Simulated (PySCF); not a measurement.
**[Yb2Cl3]+ at several levels of theory**

Computed with PySCF 2.14.0 (density fitting, no spin-orbit coupling) at the geometry relaxed with TPSS:

```xyz
5
[Yb2Cl3]+ (singlet in the valence; each metal's 4f electrons, 14 of them, lie in its core potential, out of spins and levels)
Yb    0.0000    0.0000    2.7695
Yb    0.0000    0.0000   -2.7695
Cl    0.0000    0.0000    0.0000
Cl    0.0000    0.0000    5.2794
Cl    0.0000    0.0000   -5.2794
```

```tsv
level	basis	state	HOMO (eV)	gap (eV)	charge on Yb1 (e)	population of f-type functions on Yb1 (polarisation alone where 4f lies in the core)	dipole about the centre of mass (D)	largest force component (eV/Å)
TPSS	Yb lcecp-0-SVP with ECP60, Cl def2-SVP	singlet	–	–	0.99	0.01	0.00	0.01
B3LYP	the same	singlet	–	–	0.97	0.01	0.00	0.01
PBE	the same	singlet	–	–	0.92	0.01	0.00	0.05
revPBE	the same	singlet	–	–	0.94	0.01	0.00	0.08
TPSS	Yb lcecp-0-TZVP with ECP60, Cl def2-TZVP	singlet	–	–	1.32	0.01	0.00	0.30
```

In the lcecp rows the 4f levels are missing from HOMO and gap, and the state counts the valence alone.

Charges are Mulliken's, which hang on the basis. The relaxation used the grid (50, 194), these runs (75, 302) or, all-electron (x2c bases, spin-free X2C Hamiltonian), (99, 590).

Q: What does HF with Yb lcecp-0-SVP with ECP60, Cl def2-SVP give here?

A: state singlet, charge on Yb1 (e) 1.20, population of f-type functions on Yb1 (polarisation alone where 4f lies in the core) 0.01, dipole about the centre of mass (D) 0.00, largest force component (eV/Å) 0.36. Time: 6.1 s on 2 threads of Arm Neoverse V1 (shared host), from an already converged density.

No frequency check is given that shows the relaxed geometry to be a minimum. An lcecp potential fixes the number of 4f electrons, so in runs with it no electron can move into or out of that shell.
